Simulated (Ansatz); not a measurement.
Cost and result up the ladder for the cluster FeGe10 (11 atoms). Charge 0, multiplicity 1. Geometry: PBE-D4/def2-SVP.

```xyz
11

Fe    0.632   -0.021   -0.089
Ge   -0.281   -0.765   -2.332
Ge    0.443    1.821   -2.196
Ge   -1.565   -1.176   -0.178
Ge   -1.685    1.342   -0.973
Ge   -2.199   -1.374    2.335
Ge    0.292   -1.282    1.882
Ge   -1.260    0.997    1.521
Ge    2.280   -0.844   -1.437
Ge    2.557   -0.945    1.098
Ge    0.788    2.246    0.369
```

Ansatz on 2 threads of AMD EPYC 7R13 on a shared host and a share (18 GiB) of an NVIDIA H100 80GB HBM3. Times are rough, and most runs start from the orbitals of an earlier one. No level here is sound enough to serve as a yardstick. Binding counts from free atoms at the same level (Fe quintet, Ge triplet; other spins of the atoms weren't run), without zero-point energy or a counterpoise term.

Correlated methods freeze 95 core orbitals; core or outer-core shells of Fe, Ge are correlated, in sets that lack core-valence functions. Single mean-field runs in def2-TZVP are fitted with def2-universal-jkfit. No other spin state of charge 0 was run. Another isomer (singlet) lies 0.77 eV lower at PBE0-D4/def2-TZVP; other spin states weren't run for this one.

Run but left out: HF/STO-3G, BHLYP-D4/def2-TZVP (restricted singlet, unstable in another Hartree–Fock run and untested here); MP2/def2-TZVP (restricted singlet, unstable towards broken spin symmetry).

Correlated methods converge slowly with the basis.

```json
{"level": "PBE-D4/def2-SVP", "functions": "351", "wall time": "11 s", "binding energy per atom (eV)": "3.47", "remarks": "restricted SCF unstable in HF"}
{"level": "r2SCAN-D4/def2-TZVP", "functions": "525", "wall time": "13 s", "binding energy per atom (eV)": "3.25", "remarks": "restricted SCF unstable in HF"}
{"level": "PBE0-D4/def2-SVP", "functions": "351", "wall time": "14 s", "binding energy per atom (eV)": "3.04", "remarks": "restricted SCF unstable in HF"}
{"level": "PBE0-D4/def2-TZVP", "functions": "525", "wall time": "16 s", "binding energy per atom (eV)": "3.06", "remarks": "restricted SCF unstable in HF"}
{"level": "PBE-D4/def2-TZVP (with forces)", "functions": "525", "wall time": "17 s", "binding energy per atom (eV)": "3.45", "remarks": "restricted SCF unstable in HF"}
{"level": "RPA@PBE/def2-TZVP", "functions": "525", "wall time": "18 s", "binding energy per atom (eV)": "2.83", "remarks": "restricted SCF unstable in HF"}
```
